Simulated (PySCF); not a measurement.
## Relaxation of quartet MoH3

Level of theory: PySCF, UPBE0, basis Mo def2-TZVP with ECP28, H def2-TZVP (scalar-relativistic core potentials, no spin–orbit coupling, density fitting). A (50,194) grid was used.

A hand-made T-shaped start, of C2v symmetry, held to at least that symmetry:

```xyz
4
charge 0 multiplicity 4, angstrom
Mo    0.0000    0.0000   -0.0182
H     0.0000    0.0000    1.6818
H     1.6990    0.0000    0.0411
H    -1.6990    0.0000    0.0411
```

(1) What forces act on the atoms at the start (eV/Å)?

(2) What does it relax to?

(3) How much energy is released, and in how many steps?

Results:

(1) 
```json
{"atom": "Mo1", "Fx": "0.00", "Fy": "0.00", "Fz": "0.51"}
{"atom": "H2", "Fx": "0.00", "Fy": "0.00", "Fz": "-0.52"}
{"atom": "H3", "Fx": "1.58", "Fy": "0.00", "Fz": "0.01"}
{"atom": "H4", "Fx": "-1.58", "Fy": "0.00", "Fz": "0.01"}
```

(2) It ends at C2v with Mo–H 1.665 Å, Mo–H 1.785 Å (×2); H–Mo–H 104.5° (×2), H–Mo–H 150.9°. A frequency run shows 2 imaginary modes, down to 358i cm⁻¹, so it is a higher-order saddle point. Other isomers or separated fragments may lie lower.

(3) 31.7 kJ/mol in 10 steps.

With open d or f shells other occupations or spin states may lie lower.
